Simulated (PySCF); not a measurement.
The numbers are results of PBE-D3(BJ)/def2-TZVP // B3LYP-D3(BJ)/def2-SVP in PySCF 2.14.0, not measurements. Gas-phase values, no solvent. One relaxed conformer stands for a flexible species; it need not be the lowest. Excitations are Tamm–Dancoff values on a coarser integration grid. The basis has no diffuse functions, so Rydberg states are missing or too high.

Reference species (SMILES): `Bc1c(F)ccc2cccnc12` (neutral, multiplicity 1).

```json
{
  "S1–T1 gap (TDA)": "0.10 eV",
  "LUMO": "-3.23 eV",
  "T1 excitation (TDA)": "2.61 eV",
  "S1 excitation (TDA)": "2.71 eV"
}
```

After one change: the S1–T1 gap (TDA) rises by 0.42 eV; the LUMO falls by 0.42 eV; the T1 excitation (TDA) decreases by 0.29 eV; the S1 excitation (TDA) rises by 0.13 eV.

Q: What was changed between the two runs? The new species is one of these.
A. `Bc1ccc(F)c2cccnc12`
B. `Bc1cc2cccnc2cc1F`
C. `Bc1cc(F)c2cccnc2c1`
D. `Bc1c(F)cnc2ccccc12`

A: D, `Bc1c(F)cnc2ccccc12`
